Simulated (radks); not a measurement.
Mo4+, configuration [Ar] 3d10 4s1 4p6 4d2 5p1 (not the ground configuration).

All-electron calculation, scalar-relativistic Kohn-Sham, BLYP, spin-unpolarised, spherical densities, point nucleus. Program: a radial shooting solver on a logarithmic mesh with Libxc functionals.

Energy parts (hartree):
| part | energy |
|---|---|
| total | -4042.82003 |
| kinetic | 4168.85538 |
| electron-nucleus | -9662.80131 |
| Hartree | 1573.13884 |
| exchange-correlation | -122.01294 |

Orbitals (lengths in bohr, moments of r in powers of bohr; <r^-3> diverges for s and p1/2):
orbital	occ.	eigenvalue (hartree)	<r^2>	<r^-3>
1s	2	-730.8344	0.001669	-
2s	2	-105.1254	0.02785	-
2p	6	-94.22670	0.02192	2553
3s	2	-19.69285	0.2105	-
3p	6	-16.12186	0.2154	425.5
3d	10	-10.31176	0.2064	56.59
4s	1	-4.38005	1.297	-
4p	6	-3.38038	1.555	68.59
4d	2	-1.92078	2.442	6.316
4f	0	-0.77745	8.198	0.2179
5s	0	-1.46398	6.635	-
5p	1	-1.19177	8.443	13.89
5d	0	-0.80688	13.92	1.383
6p	0	-0.61221	28.23	5.338

The highest occupied level is 5p at -32.430 eV. The configuration is held as typed, so some empty levels lie below it. Summed over all electrons, <r^2> = 27.92 bohr^2, which gives a Langevin (diamagnetic) susceptibility term of -22.1 x 10^-6 cm^3/mol.
